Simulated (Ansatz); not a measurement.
Process, species as SMILES: BrCl (Cl-Br) → Br atom + Cl atom
B3LYP-D3(BJ)/def2-TZVP geometries, fixed; electronic energies without zero-point terms.
Largest species:
```xyz
2

Cl     0.0000     0.0000    -1.4574
Br     0.0000     0.0000     0.7079
```
Charge 0, spin multiplicity 1.

Basis-set convergence of the atomisation energy at CCSD(T) with Ansatz (a program for electronic structure). Cartesian d functions, on some or all atoms, in 3-21G, 6-31G, 6-31G**, 6-311G**; all else is spherical. Cores are frozen (with 3d on Ga to Br). Open shells are unrestricted. No added dispersion term, no relativity. Functions are those of the species that has most. Reference: Hartree-Fock in aug-cc-pV(Q+d)Z plus the correlation part extrapolated as X^-3 from aug-cc-pV(T+d)Z and aug-cc-pV(Q+d)Z, 55.90 kcal/mol, itself unsure by roughly 0.67 kcal/mol (a third of the extrapolation step and of the last Hartree-Fock step). Deviations are taken from unrounded values. Cost is core time over that of aug-pcseg-2, rough, on shared machines of one kind; a dash marks a row that isn't timed (too short, read off another run, short of memory, by another algorithm or on other hardware).

```
basis            functions  atomisation energy (kcal/mol)  minus reference (kcal/mol)  cost
---------------  ---------  -----------------------------  --------------------------  ----
STO-3G                  27                          46.88                       -9.02     -
pcseg-0                 35                          19.86                      -36.04     -
3-21G                   36                          20.01                      -35.89     -
6-31G                   42                          18.93                      -36.97     -
def2-SVP                50                          41.07                      -14.83     -
6-31G**                 54                          40.64                      -15.26     -
6-311G**                71                          40.59                      -15.31     -
cc-pV(T+d)Z             82                          50.06                       -5.84     -
def2-TZVPD             103                          50.75                       -5.15  0.7×
aug-pcseg-2            109                          51.41                       -4.49    1×
aug-cc-pV(T+d)Z        114                          51.55                       -4.35    1×
cc-pV(Q+d)Z            132                          53.47                       -2.44    2×
pcseg-3                132                          53.57                       -2.33    2×
def2-QZVPPD            177                          53.66                       -2.25    4×
aug-cc-pV(Q+d)Z        182                          54.19                       -1.71    3×
aug-pcseg-3            182                          53.99                       -1.92    4×
cc-pV(5+d)Z            204                          54.83                       -1.07    6×
pcseg-4                216                          54.89                       -1.01    7×
```
